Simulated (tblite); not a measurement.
Give a GFN2-xTB geometry of `C[C@H](C[SiH2]F)[SiH]F` [radical]. (Doublet state.)

```xyz
16
C3H9F2Si2 angstrom
C     -0.7703   -1.5790    0.6947
C     -0.7303   -0.2885   -0.1216
C      0.6781   -0.0177   -0.6594
Si     1.9112    0.6470    0.6226
F      1.8327    2.2596    0.5607
Si    -1.3777    1.2198    0.8544
F     -2.9872    0.9601    1.0208
H     -0.0833   -1.5298    1.5368
H     -1.7730   -1.7605    1.0765
H     -0.4841   -2.4288    0.0747
H     -1.4050   -0.4289   -0.9788
H      1.0601   -0.9337   -1.1154
H      0.6119    0.7173   -1.4663
H      3.2861    0.3344    0.2454
H      1.5973    0.3326    2.0082
H     -1.3740    2.5051    0.1703
```

Orientation and origin are arbitrary. Atoms count from 1 in this order. The F–Si distances run from 1.616 Å (Si4–F5, drawn single) to 1.639 Å (Si6–F7, drawn single), a spread of 0.023 Å. Of the pairs four or more bonds apart, Si4···H8 is among the closest relative to their van der Waals radii: 3.09 Å, 94 % of the sum of Bondi's values. Si6 (silicon bonded to C, F and H) is pyramidal (angles 117.1°, 105.0° and 101.0°, sum 323.2°, 0.59 Å off the plane of its three neighbours). Si4 (silicon bonded to C, F and 2 H) is distorted tetrahedral (angles from 104.0° to 115.3°).

Bonds between heavy atoms (Å): C1–C2 1.528, C2–C3 1.532, C3–Si4 1.899, Si4–F5 1.616, C2–Si6 1.910, Si6–F7 1.639.

The geometry is computed with GFN2-xTB (gas phase). This method treats the open shell by occupation alone, without spin polarisation.

Point group: C1 (no symmetry element, even within 0.4 Å). Its GFN2-xTB frequencies are all real (lowest 51 cm⁻¹). Torsions: C1–C2–C3–Si4 -76°, C2–C3–Si4–F5 -91°, C1–C2–Si6–F7 -69°. 3 starts were optimised and ended at 0.00, 0.66 and 1.27 kcal/mol (GFN2-xTB); the lowest of these is shown.

One conformer stands for the species.
